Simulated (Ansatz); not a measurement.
H3InS3, SMILES `[SH][In]([SH])[SH]` with one electron removed (charge 1, multiplicity 2), frozen-core CCSD(T)/def2-TZVPP // PBE0-D4/def2-TZVP (Ansatz, a program for electronic structure). The calculation was stopped at its time limit.

Ansatz 0.2 input:
```yaml
crystal:
  periodic: [false, false, false]
  atoms:
    - { symbol: S, position_ang: [-2.01876, -1.230671, 0.403038] }
    - { symbol: In, position_ang: [0.000677, -0.001986, 0.16973] }
    - { symbol: S, position_ang: [2.090867, -1.125219, 0.275695] }
    - { symbol: S, position_ang: [-0.068764, 2.34779, -0.17048] }
    - { symbol: H, position_ang: [-2.790291, -0.139203, 0.263058] }
    - { symbol: H, position_ang: [1.522558, -2.327237, 0.47135] }
    - { symbol: H, position_ang: [1.269713, 2.458489, -0.218813] }
basis:
  gaussian: { orbitals: def2-TZVPP }
correlation:
  method: ccsd_t
total_charge: 1
magnetization:
  spin_polarized: true
  initial_magnetization: 1
```

The last lines of the output:

```
mean field evaluation 352: about -37642.6090 eV, gradient 1.6e-1 eV
mean field evaluation 384: about -37641.8789 eV, gradient 1.4e-3 eV
mean field evaluation 416: about -37639.4657 eV, gradient 1.3e-3 eV
mean field evaluation 448: about -37641.8789 eV, gradient 4.6e-4 eV
mean field -37643.71978185 eV, -1383.3811861534 hartree, gradient 2.8e-6 eV, S^2 0.764751; 22 other end points of the search recorded, 0 dependent functions left out
determinant -37643.71978185 eV, -1383.3811861534 hartree, with singles and doubles -37666.22916143 eV, -1384.2083905953 hartree
determinant -37643.71903103 eV, -1383.3811585613 hartree, with singles and doubles -37666.22842993 eV, -1384.2083637133 hartree
determinant -37643.71858867 eV, -1383.3811423047 hartree, with singles and doubles -37666.22793507 eV, -1384.2083455275 hartree
determinant -37643.18537547 eV, -1383.3615470810 hartree, with singles and doubles -37666.17022719 eV, -1384.2062248020 hartree
determinant -37643.18495030 eV, -1383.3615314562 hartree, with singles and doubles -37666.03419473 eV, -1384.2012257013 hartree
determinant -37643.18421314 eV, -1383.3615043663 hartree, with singles and doubles -37666.03362748 eV, -1384.2012048552 hartree
determinant -37642.61832499 eV, -1383.3407083601 hartree, with singles and doubles -37665.21438812 eV, -1384.1710983642 hartree
determinant -37642.61667376 eV, -1383.3406476785 hartree, with singles and doubles -37665.21291538 eV, -1384.1710442418 hartree
determinant -37642.60157545 eV, -1383.3400928259 hartree, with singles and doubles -37665.66374465 eV, -1384.1876119119 hartree
determinant -37642.54860753 eV, -1383.3381462911 hartree, with singles and doubles -37665.22558918 eV, -1384.1715099955 hartree
determinant -37641.87893966 eV, -1383.3135364507 hartree, with singles and doubles -37665.14556050 eV, -1384.1685689957 hartree
determinant -37643.71978185 eV, -1383.3811861534 hartree, with singles and doubles -37666.09779849 eV, -1384.2035630964 hartree
determinant -37643.71903103 eV, -1383.3811585613 hartree, with singles and doubles -37666.09711674 eV, -1384.2035380426 hartree
determinant -37643.71858867 eV, -1383.3811423047 hartree, with singles and doubles -37666.09670105 eV, -1384.2035227663 hartree
determinant -37643.18537547 eV, -1383.3615470810 hartree, with singles and doubles -37666.03451716 eV, -1384.2012375504 hartree
determinant -37643.71978185 eV, -1383.3811861534 hartree, with singles and doubles -37666.11934294 eV, -1384.2043548403 hartree
```
